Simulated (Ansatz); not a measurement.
Species: NaF (charge -1, doublet). SMILES of the parent species: [F][Na]

Atoms: Na1, F2. Bonds: Na1-F2.

Bond lengths (Å) and angles (degrees) optimised at HF/3-21G with Ansatz (a quantum-chemistry and plane-wave program); PBE/6-31G* with Ansatz; B3LYP/LANL2DZ with Ansatz; MP2/6-31G* with Ansatz, each started from the B3LYP-D3(BJ)/def2-TZVP structure (Ansatz) of the last column. A row stands for all coordinates that are equal there. 6-31G* holds six Cartesian d functions.

| coordinate | HF/3-21G | PBE/6-31G* | B3LYP/LANL2DZ | MP2/6-31G* | B3LYP-D3(BJ)/def2-TZVP |
|---|---|---|---|---|---|
| Na1-F2 | 1.918 | 1.978 | 2.019 | 1.970 | 2.008 |

Mean signed difference of all 1 bond lengths from B3LYP-D3(BJ)/def2-TZVP: HF/3-21G -0.089 Å, PBE/6-31G* -0.029 Å, B3LYP/LANL2DZ 0.011 Å, MP2/6-31G* -0.037 Å.
